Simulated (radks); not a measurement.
The numbers below are computed, except where a source is named.
How relativity changes the ionisation of neutral xenon ([Xe]) to Xe+ ([Kr] 4d10 5s2 5p5). Spin-unpolarised spherical Kohn-Sham, PBEsol, point nucleus unless stated (finite: rms radius 4.7859 fm), a radial shooting solver on a logarithmic mesh with Libxc functionals. A level marked "c x" has the speed of light scaled by that factor and shares open shells by 2j + 1; other Dirac levels either fill j = l - 1/2 first or share by 2j + 1.

[
 {"level": "non-rel.", "E(Xe) (hartree)": "-7231.41863", "E(Xe+) (hartree)": "-7230.95640", "IE (eV)": "12.578", "HOMO": "5p", "<r> HOMO (bohr)": "2.327"},
 {"level": "scalar-rel.", "E(Xe) (hartree)": "-7444.25530", "E(Xe+) (hartree)": "-7443.79404", "IE (eV)": "12.552", "HOMO": "5p", "<r> HOMO (bohr)": "2.309"},
 {"level": "scalar-rel., finite nucleus", "E(Xe) (hartree)": "-7443.99177", "E(Xe+) (hartree)": "-7443.53050", "IE (eV)": "12.552", "HOMO": "5p", "<r> HOMO (bohr)": "2.309"},
 {"level": "Dirac, 2j+1 shares", "E(Xe) (hartree)": "-7447.22133", "E(Xe+) (hartree)": "-7446.75884", "IE (eV)": "12.585", "HOMO": "5p3/2", "<r> HOMO (bohr)": "2.349"},
 {"level": "Dirac, low j first", "E(Xe) (hartree)": "-7447.22133", "E(Xe+) (hartree)": "-7446.77593", "IE (eV)": "12.120", "HOMO": "5p3/2", "<r> HOMO (bohr)": "2.349"},
 {"level": "Dirac, 2j+1 shares, finite nucleus", "E(Xe) (hartree)": "-7446.95683", "E(Xe+) (hartree)": "-7446.49433", "IE (eV)": "12.585", "HOMO": "5p3/2", "<r> HOMO (bohr)": "2.349"},
 {"level": "Dirac, c x 0.85", "E(Xe) (hartree)": "-7540.03333", "E(Xe+) (hartree)": "-7539.57018", "IE (eV)": "12.603", "HOMO": "5p3/2", "<r> HOMO (bohr)": "2.359"},
 {"level": "Dirac, c x 3", "E(Xe) (hartree)": "-7253.78836", "E(Xe+) (hartree)": "-7253.32618", "IE (eV)": "12.577", "HOMO": "5p3/2", "<r> HOMO (bohr)": "2.329"},
 {"level": "Dirac, c x 5", "E(Xe) (hartree)": "-7239.42977", "E(Xe+) (hartree)": "-7238.96755", "IE (eV)": "12.577", "HOMO": "5p3/2", "<r> HOMO (bohr)": "2.327"}
]

NIST Atomic Spectra Database: 12.130 eV (measured). The relativistic part of the total energy of Xe is -215.5 hartree (Dirac, 2j+1 shares, finite nucleus), 3 % of the non-relativistic value. Spin polarisation and multiplet splitting of open shells are left out at every level.

Beside tabulated values, note that relativity, absent from the non-relativistic runs, is large for the heavy elements, and spin-unpolarised runs miss the spin-polarisation part of the exchange energy of open shells.
